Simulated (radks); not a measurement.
Initial-state core-level shifts of neutral gallium when its valence configuration changes from [Ar] 3d10 4s2 4p1. Calculated with a radial shooting solver on a logarithmic mesh with Libxc functionals: scalar-relativistic Kohn-Sham, BLYP, spin-unpolarised, spherical densities, point nucleus. Shifts are changes of the shell-averaged eigenvalues in eV (positive: less bound).

valence               1s       2s       2p       3p
3d8 4s2 4p3      -21.745  -23.916  -23.718  -19.712
3d8 4s1 4p4      -23.302  -25.431  -25.229  -21.239
3d9 4s2 4p2      -10.386  -11.355  -11.263   -9.609
3d6 4s1 4p6      -48.551  -53.712  -53.271  -42.415
3d6 4s2 4p5      -47.229  -52.399  -51.968  -41.117
3d7 4s2 4p4      -34.039  -37.618  -37.306  -30.236
3d9 4s1 4p3      -12.098  -13.005  -12.912  -11.293
3d7 4s1 4p5      -35.471  -39.026  -38.706  -31.639
3d9.5 4s2 4p1.5   -5.071   -5.524   -5.480   -4.739
